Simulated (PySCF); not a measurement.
Si(F)(Me)(Et)(OH) (C3H9FOSi), SMILES CC[Si](C)(O)F. Geometry optimised at PBE-D3(BJ)/def2-SVP. One conformer was computed; it need not be the lowest.

Computed equilibrium geometry at PBE-D3(BJ)/def2-SVP (PySCF confirms it by a frequency run) as bond lengths and angles (one conformer of several):
Atoms: C1 C2 Si3 C4 O5 F6 H7 H8 H9 H10 H11 H12 H13 H14 H15. Bond lengths (Å): C1–C2 1.537, C1–H7 1.110, C1–H8 1.109, C1–H9 1.109, C2–Si3 1.881, C2–H10 1.112, C2–H11 1.113, Si3–C4 1.864, Si3–O5 1.675, Si3–F6 1.652, C4–H12 1.109, C4–H13 1.108, C4–H14 1.108, O5–H15 0.973. Angles (°): C2–C1–H7 111.6, C2–C1–H8 111.1, C2–C1–H9 112.0, H7–C1–H8 107.1, H7–C1–H9 107.1, H8–C1–H9 107.6, C1–C2–Si3 113.9, C1–C2–H10 110.9, C1–C2–H11 110.2, Si3–C2–H10 107.9, Si3–C2–H11 107.9, H10–C2–H11 105.6, C2–Si3–C4 114.7, C2–Si3–O5 112.3, C2–Si3–F6 105.8, C4–Si3–O5 106.7, C4–Si3–F6 108.4, O5–Si3–F6 108.7, Si3–C4–H12 110.8, Si3–C4–H13 110.5, Si3–C4–H14 111.0, H12–C4–H13 108.1, H12–C4–H14 108.2, H13–C4–H14 108.1, Si3–O5–H15 115.1.
Charge 0, spin multiplicity 1.
